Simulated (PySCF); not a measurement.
Compound: C₇H₄ClFO.
Numbering: `[O:1]=[C:2]([Cl:3])[c:4]1[cH:5][cH:6][cH:7][cH:8][c:9]1[F:10]`

Definitions: NICS(0) = −σiso at the ring centroid; NICS(1) = −σiso and NICS(1)zz = −σzz at ±1 Å along the ring normal z. Level: GIAO B97-2/pcSseg-1 (PySCF, non-relativistic, gas phase) on the PBE0-D3(BJ)/def2-SVP geometry, one conformer.

Ring bond lengths (Å): C4–C5 1.407, C5–C6 1.386, C6–C7 1.396, C7–C8 1.389, C8–C9 1.391, C9–C4 1.404.

Task: Give the NICS values of each ring in ppm.

Result: 
```csv
ring,type,NICS(0),"NICS(1), two faces","NICS(1)zz, two faces",rms pucker (Å),"centre to ring atoms, mean (Å)"
C4–C5–C6–C7–C8–C9,6-membered carbocycle; formal bonds all aromatic,-10.0,-11.1 / -10.9,-26.0 / -25.6,0.00,1.40
```

Task: What can be read from them?

Result: 
- C4–C5–C6–C7–C8–C9: mean NICS(1)zz -25.8 ppm, shielded, aromatic by this magnetic criterion (flat ring, no four-coordinate atom).

Task: How equal are the bonds by HOMA? Use HOMA with the parameters of Krygowski (1993).

Result: 
- C4–C5–C6–C7–C8–C9: HOMA 0.97 = 1 − EN − GEO, with mean bond length 1.396 Å, EN = α(Ropt − mean)² = 0.015 and GEO = α × variance = 0.015. The geometric and the magnetic index point the same way.

Task: What is the mean of the two in-plane components of NICS at the first NICS(1) probe listed for ring C4–C5–C6–C7–C8–C9, 1 Å off the ring?

Result: The isotropic value is a third of the trace: (3 × -11.1 − (-26.0))/2 = -3.6 ppm.

Task: Give the inner angles of the rings.

Result: 
- C4–C5–C6–C7–C8–C9: C4 117.5°, C5 121.7°, C6 119.5°, C7 120.1°, C8 120.0°, C9 121.2°; sum 720.0° against 720° for a flat convex ring.

Task: How shielded are the nuclei of the rings and their hydrogens (means over atoms taken as equivalent)?

Result: 
```json
{"atoms": "C4", "environment": "substituted aromatic carbon", "σ isotropic (ppm)": "61.5", "principal values of the symmetric part, first atom (ppm)": "1.3, 35.9, 147.4"}
{"atoms": "C5", "environment": "aromatic CH carbon", "σ isotropic (ppm)": "46.6", "principal values of the symmetric part, first atom (ppm)": "-54.7, 24.3, 170.2"}
{"atoms": "C6", "environment": "aromatic CH carbon", "σ isotropic (ppm)": "58.1", "principal values of the symmetric part, first atom (ppm)": "-45.3, 44.7, 175.0"}
{"atoms": "C7", "environment": "aromatic CH carbon", "σ isotropic (ppm)": "44.1", "principal values of the symmetric part, first atom (ppm)": "-64.0, 25.8, 170.5"}
{"atoms": "C8", "environment": "aromatic CH carbon", "σ isotropic (ppm)": "63.4", "principal values of the symmetric part, first atom (ppm)": "-22.8, 50.4, 162.4"}
{"atoms": "C9", "environment": "aromatic C–F carbon", "σ isotropic (ppm)": "16.6", "principal values of the symmetric part, first atom (ppm)": "-59.7, 19.0, 90.4"}
{"atoms": "H on C5", "environment": "aromatic hydrogen", "σ isotropic (ppm)": "23.25", "principal values of the symmetric part, first atom (ppm)": "19.0, 23.2, 27.6"}
{"atoms": "H on C6", "environment": "aromatic hydrogen", "σ isotropic (ppm)": "24.11", "principal values of the symmetric part, first atom (ppm)": "20.7, 25.0, 26.6"}
{"atoms": "H on C7", "environment": "aromatic hydrogen", "σ isotropic (ppm)": "23.76", "principal values of the symmetric part, first atom (ppm)": "20.7, 24.2, 26.5"}
{"atoms": "H on C8", "environment": "aromatic hydrogen", "σ isotropic (ppm)": "24.19", "principal values of the symmetric part, first atom (ppm)": "20.7, 24.3, 27.6"}
```

Task: How do the values depend on the level or the medium?

Result: 
```csv
level,"NICS(0), C4–C5–C6–C7–C8–C9","mean NICS(1)zz, C4–C5–C6–C7–C8–C9"
"B97-2/pcSseg-1, gas",-10.0,-25.8
"PBE0/pcSseg-1, gas",-9.9,-26.0
```

The geometry is the same throughout.

The run took 26 s of wall time on an Arm Neoverse V2 with one thread, shared host with 96 logical CPUs at a one-minute load of 31, and the process peaked at 1.1 GiB of memory. This is the whole shielding run at B97-2/pcSseg-1, SCF included.

Conformer computed: `[O:1]=[C:2]([Cl:3])[c:4]1[cH:5][cH:6][cH:7][cH:8][c:9]1[F:10]`: O1–C2–C4–C5 13°.
